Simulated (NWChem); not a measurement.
System: CH$_{5}$ClOSi; SMILES OC[SiH2]Cl

Input file for NWChem:

```
start job
memory heap 200 mb stack 900 mb global 1100 mb
geometry units angstroms noautoz
  O      0.940295    -1.973480     0.267938
  C     -0.181424    -1.499602    -0.479653
  Si    -0.856611     0.162910     0.150171
  Cl     0.499756     1.703827    -0.183993
  H      0.642268    -2.162777     1.171099
  H     -1.000135    -2.240877    -0.510213
  H      0.168585    -1.388491    -1.511644
  H     -2.126640     0.518799    -0.535902
  H     -1.078878     0.074688     1.617197
end
basis spherical
  * library def2-tzvp
end
dft
  xc b3lyp
  iterations 150
  mulliken
end
task dft energy
```

Output (shortened):

```
             Northwest Computational Chemistry Package (NWChem) 7.3.0
             --------------------------------------------------------

 C1  symmetry detected

                             Geometry "geometry" -> ""
                             -------------------------

 Output coordinates in angstroms (scale by  1.889725989 to convert to a.u.)

  No.       Tag          Charge          X              Y              Z
 ---- ---------------- ---------- -------------- -------------- --------------
    1 O                    8.0000     0.92446535    -2.01906978     0.23269731
    2 C                    6.0000    -0.16803325    -1.49983900    -0.52792900
    3 Si                  14.0000    -0.85204553     0.13626582     0.15894080
    4 Cl                  17.0000     0.52584543     1.67948659    -0.05485440
    5 H                    1.0000     0.59487257    -2.24904894     1.11521157
    6 H                    1.0000    -0.99056488    -2.23153540    -0.62158969
    7 H                    1.0000     0.21728180    -1.34219988    -1.54111191
    8 H                    1.0000    -2.09568456     0.53599092    -0.55092440
    9 H                    1.0000    -1.12416308    -0.02060795     1.61176346

 Effective nuclear repulsion energy (a.u.)     212.6366131090

                                 NWChem DFT Module
                                 -----------------

 Summary of "ao basis" -> "ao basis" (spherical)
 ------------------------------------------------------------------------------
       Tag                 Description            Shells   Functions and Types
 ---------------- ------------------------------  ------  ---------------------
 O                         def2-tzvp                11       31   5s3p2d1f
 C                         def2-tzvp                11       31   5s3p2d1f
 Si                        def2-tzvp                13       37   5s5p2d1f
 Cl                        def2-tzvp                13       37   5s5p2d1f
 H                         def2-tzvp                 4        6   3s1p

            General Information
            -------------------
          SCF calculation type: DFT
          Wavefunction type:  closed shell.
          No. of atoms     :     9
          No. of electrons :    50
           Alpha electrons :    25
            Beta electrons :    25
          Charge           :     0
          Spin multiplicity:     1
          Use of symmetry is: off; symmetry adaption is: off
          Maximum number of iterations: 150
          AO basis - number of functions:   166
                     number of shells:    68
          Convergence on energy requested:  1.00D-06
          Convergence on density requested:  1.00D-05
          Convergence on gradient requested:  5.00D-04

              XC Information
              --------------
                         B3LYP Method XC Potential
                     Hartree-Fock (Exact) Exchange  0.200
                        Slater Exchange Functional  0.800 local
                    Becke 1988 Exchange Functional  0.720 non-local
              Lee-Yang-Parr Correlation Functional  0.810
                  VWN I RPA Correlation Functional  0.190 local

             Grid Information
             ----------------
          Grid used for XC integration:  medium
          Radial quadrature: Mura-Knowles
          Angular quadrature: Lebedev.
          Tag              B.-S. Rad. Rad. Pts. Rad. Cut. Ang. Pts.
          ---              ---------- --------- --------- ---------
          O                   0.60       49          11.0       434
          C                   0.70       49          10.0       434
          Si                  1.10       88          10.0       590
          Cl                  1.00       88          12.0       590
          H                   0.35       45          11.0       434
          Grid pruning is: on
          Number of quadrature shells:   499
          Spatial weights used:  Erf1

      Superposition of Atomic Density Guess
      -------------------------------------

 Sum of atomic energies:        -863.26778056

      Non-variational initial energy
      ------------------------------

 Total energy =    -864.699086
 1-e energy   =   -1614.739812
 2-e energy   =     537.404113
 HOMO         =      -0.317222
 LUMO         =       0.049773

     ---------------------------------------------
      Total Density - Mulliken Population Analysis
     ---------------------------------------------

    Atom       Charge   Shell Charges
 -----------   ------   -------------------------------------------------------
    1 O    8     8.68   0.79  1.18  0.59  0.94  0.26  1.96  2.13  0.79  0.00  0.02  0.00
    2 C    6     6.22   0.86  1.12  0.54  0.67  0.12  1.12  1.32  0.37  0.02  0.07  0.01
    3 Si  14    13.32   2.00  0.59  1.39  0.86  0.42  4.11  1.73  0.49  1.13  0.33  0.11  0.14  0.03
    4 Cl  17    17.42   2.01  0.45  1.52  1.11  0.84  4.19  1.69  1.11  2.97  1.52  0.00  0.02  0.00
    5 H    1     0.56   0.20  0.26  0.06  0.04
    6 H    1     0.85   0.24  0.45  0.14  0.02
    7 H    1     0.85   0.25  0.45  0.13  0.02
    8 H    1     1.05   0.23  0.54  0.27  0.01
    9 H    1     1.05   0.23  0.54  0.27  0.01

   convergence    iter        energy       DeltaE   RMS-Dens  Diis-err
 ---------------- ----- ----------------- --------- --------- ---------
 d= 0,ls=0.0,diis     1   -866.0986663244 -1.08D+03  5.60D-03  1.28D+00
 d= 0,ls=0.0,diis     2   -866.0877136116  1.10D-02  3.96D-03  8.54D-01
 d= 0,ls=0.0,diis     3   -866.1516104564 -6.39D-02  1.19D-03  2.84D-01
 d= 0,ls=0.0,diis     4   -866.1758011569 -2.42D-02  3.25D-04  5.34D-03
 d= 0,ls=0.0,diis     5   -866.1764388150 -6.38D-04  9.24D-05  6.66D-04
  Resetting Diis
 d= 0,ls=0.0,diis     6   -866.1765100644 -7.12D-05  1.56D-05  1.31D-05
 d= 0,ls=0.0,diis     7   -866.1765113020 -1.24D-06  7.06D-06  1.27D-06
 d= 0,ls=0.0,diis     8   -866.1765112386  6.34D-08  4.05D-06  1.77D-06

         Total DFT energy =     -866.176511238572
      One electron energy =    -1618.298887905393
           Coulomb energy =      604.634183290551
    Exchange-Corr. energy =      -65.148419732758
 Nuclear repulsion energy =      212.636613109028

 Numeric. integr. density =       50.000000554513

                       DFT Final Molecular Orbital Analysis
                       ------------------------------------

 Vector   23  Occ=2.000000D+00  E=-3.293650D-01
              MO Center=  4.4D-01,  7.6D-01,  3.0D-02, r^2= 3.6D+00
   Bfn.  Coefficient  Atom+Function         Bfn.  Coefficient  Atom+Function
  ----- ------------  ---------------      ----- ------------  ---------------
   114      0.314073  4 Cl px               115     -0.240350  4 Cl py
   116     -0.226695  4 Cl pz               117      0.203893  4 Cl px
     7     -0.166612  1 O  py               118     -0.158622  4 Cl py
   111      0.152333  4 Cl px               119     -0.146671  4 Cl pz
    10     -0.137645  1 O  py               105     -0.123348  4 Cl px

 Vector   24  Occ=2.000000D+00  E=-3.180823D-01
              MO Center= -5.0D-03,  1.2D+00,  6.3D-02, r^2= 2.8D+00
   Bfn.  Coefficient  Atom+Function         Bfn.  Coefficient  Atom+Function
  ----- ------------  ---------------      ----- ------------  ---------------
   116      0.401549  4 Cl pz               119      0.271553  4 Cl pz
   114      0.205674  4 Cl px               113      0.196473  4 Cl pz
   107     -0.158009  4 Cl pz               117      0.137294  4 Cl px
   156      0.132659  8 H  s                162     -0.123803  9 H  s
   157      0.122957  8 H  s                115     -0.121678  4 Cl py

 Vector   25  Occ=2.000000D+00  E=-2.760669D-01
              MO Center=  2.4D-01, -1.3D+00, -1.8D-02, r^2= 3.0D+00
   Bfn.  Coefficient  Atom+Function         Bfn.  Coefficient  Atom+Function
  ----- ------------  ---------------      ----- ------------  ---------------
     7      0.341401  1 O  py                10      0.278031  1 O  py
    13      0.258230  1 O  py                38     -0.181688  2 C  py
    41     -0.149177  2 C  py                78      0.145224  3 Si py
    36     -0.143115  2 C  s                 66     -0.140677  3 Si s
   144      0.131273  6 H  s                  8      0.126687  1 O  pz

 Vector   26  Occ=0.000000D+00  E=-2.279684D-03
              MO Center= -9.0D-01,  1.4D-01,  2.5D-01, r^2= 4.9D+00
   Bfn.  Coefficient  Atom+Function         Bfn.  Coefficient  Atom+Function
  ----- ------------  ---------------      ----- ------------  ---------------
    36      1.014618  2 C  s                 81      0.889840  3 Si py
   104     -0.558133  4 Cl s                 80      0.507341  3 Si px
   151     -0.353926  7 H  s                 66      0.329133  3 Si s
   145     -0.322088  6 H  s                 78      0.293220  3 Si py
   117      0.284959  4 Cl px               118      0.248243  4 Cl py

 Vector   27  Occ=0.000000D+00  E= 5.695071D-03
              MO Center= -2.0D-02, -1.4D+00,  7.3D-01, r^2= 5.3D+00
   Bfn.  Coefficient  Atom+Function         Bfn.  Coefficient  Atom+Function
  ----- ------------  ---------------      ----- ------------  ---------------
    36      1.656076  2 C  s                139     -0.956277  5 H  s
    80     -0.709484  3 Si px               145     -0.683429  6 H  s
     5      0.638053  1 O  s                157     -0.564319  8 H  s
   151     -0.457756  7 H  s                 67     -0.416266  3 Si s
    81      0.405101  3 Si py                43     -0.272094  2 C  px

 Vector   28  Occ=0.000000D+00  E= 2.620857D-02
              MO Center= -8.9D-01, -9.0D-02, -3.7D-01, r^2= 5.3D+00
   Bfn.  Coefficient  Atom+Function         Bfn.  Coefficient  Atom+Function
  ----- ------------  ---------------      ----- ------------  ---------------
    36      2.167181  2 C  s                 82      1.141596  3 Si pz
   163     -0.862475  9 H  s                  5     -0.769010  1 O  s
    67     -0.771345  3 Si s                 81      0.695461  3 Si py
    80     -0.667239  3 Si px               151     -0.458453  7 H  s
    44      0.402280  2 C  py                43      0.296033  2 C  px

     ---------------------------------------------
      Total Density - Mulliken Population Analysis
     ---------------------------------------------

    Atom       Charge   Shell Charges
 -----------   ------   -------------------------------------------------------
    1 O    8     8.44   0.79  1.18  0.59  0.91  0.33  1.91  1.87  0.83  0.00  0.03  0.00
    2 C    6     6.13   0.85  1.12  0.52  0.63  0.09  1.29  1.20  0.32  0.02  0.07  0.01
    3 Si  14    13.59   2.00  0.57  1.39  0.93  0.35  4.13  1.68  0.62  1.25  0.26  0.16  0.20  0.04
    4 Cl  17    17.26   2.01  0.43  1.52  1.15  0.79  4.19  1.67  1.14  2.81  1.51  0.01  0.03  0.00
    5 H    1     0.70   0.26  0.34  0.05  0.05
    6 H    1     0.90   0.28  0.49  0.12  0.02
    7 H    1     0.88   0.28  0.48  0.10  0.02
    8 H    1     1.05   0.25  0.53  0.25  0.01
    9 H    1     1.05   0.25  0.54  0.25  0.01

     -------------------------------------------
      Total Density - Lowdin Population Analysis
     -------------------------------------------

    Atom       Charge   Shell Charges
 -----------   ------   -------------------------------------------------------
    1 O    8     8.05   0.87  1.09  0.54  0.58  0.31  1.75  1.88  0.97  0.00  0.07  0.00
    2 C    6     6.49   0.91  1.04  0.38  0.36  0.19  1.12  1.38  0.63  0.03  0.40  0.05
    3 Si  14    13.99   2.00  0.84  1.10  0.55  0.33  3.85  1.87  0.70  1.17  0.62  0.16  0.65  0.16
    4 Cl  17    16.81   1.98  0.84  1.14  0.91  0.76  3.93  1.90  1.27  2.47  1.58  0.01  0.04  0.00
    5 H    1     0.83   0.25  0.31  0.11  0.15
    6 H    1     0.88   0.26  0.40  0.17  0.06
    7 H    1     0.87   0.26  0.39  0.16  0.06
    8 H    1     1.04   0.25  0.47  0.30  0.02
    9 H    1     1.04   0.25  0.47  0.30  0.02

     Multipole analysis of the density
     ---------------------------------

     L   x y z        total         alpha         beta         nuclear
     -   - - -        -----         -----         ----         -------
     0   0 0 0      0.000000    -25.000000    -25.000000     50.000000

     1   1 0 0     -0.800372     -0.400186     -0.400186      0.000000
     1   0 1 0     -0.551805     -0.275903     -0.275903     -0.000000
     1   0 0 1      0.176889      0.088445      0.088445      0.000000

     2   2 0 0    -30.802309    -67.018944    -67.018944    103.235579
     2   1 1 0      2.141798      2.055454      2.055454     -1.969110
     2   1 0 1      0.176702     -0.186386     -0.186386      0.549474
     2   0 2 0    -30.310706   -205.223220   -205.223220    380.135735
     2   0 1 1     -1.448431     -1.345857     -1.345857      1.243283
     2   0 0 2    -27.469910    -30.548700    -30.548700     33.627490
```

Level: B3LYP/def2-TZVP. Geometry: optimised at B3LYP/6-31G* (spherical d). B3LYP is NWChem's, with the RPA form of VWN correlation.
